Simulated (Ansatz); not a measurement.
C₂H₅GaSSi (`[SiH3][C]1=C[S][GaH]1`) at its PBE0-D4/def2-TZVP geometry, where that method's forces vanish. The species carries charge 0 and has multiplicity 1.

```
atom   x (Å)   y (Å)   z (Å)
 Si1  -0.174   0.968  -1.375
  C2   0.020  -0.090   0.117
  C3  -0.490   0.143   1.343
  S4  -0.148  -1.052   2.623
 Ga5   0.855  -1.759   0.711
  H6   1.151   1.425  -1.876
  H7  -0.823   0.209  -2.480
  H8  -1.007   2.162  -1.059
  H9  -1.099   1.004   1.622
 H10   1.715  -3.009   0.374
```

Task: For each bond, give half the difference of the two atoms' forces along it (eV/Å; positive pushes the atoms apart) under PBE-D4, r2SCAN-D4, B3LYP-D4, ωB97M-V in def2-TZVPP. (Best estimate.)

Result: Ansatz gave: 
| bond | length (Å) | PBE-D4 | r2SCAN-D4 | B3LYP-D4 | ωB97M-V |
| --- | --- | --- | --- | --- | --- |
| Si1–C2 | 1.840 | -0.22 | -0.13 | 0.01 | 0.19 |
| Si1–H6 | 1.489 | 0.07 | -0.01 | -0.07 | -0.12 |
| Si1–H7 | 1.489 | 0.07 | -0.01 | -0.07 | -0.12 |
| Si1–H8 | 1.490 | 0.09 | -0.01 | -0.06 | -0.13 |
| C2–C3 | 1.349 | 0.40 | 0.22 | 0.01 | -0.13 |
| C2–Ga5 | 1.958 | 0.17 | 0.07 | 0.24 | 0.01 |
| C3–S4 | 1.784 | 0.10 | 0.07 | 0.30 | 0.23 |
| C3–H9 | 1.091 | 0.02 | -0.04 | -0.19 | -0.12 |
| S4–Ga5 | 2.272 | 0.31 | 0.11 | 0.33 | 0.00 |
| Ga5–H10 | 1.554 | -0.08 | -0.10 | -0.22 | -0.14 |

B3LYP here is the variant with VWN-RPA as its local correlation; programs differ in this.
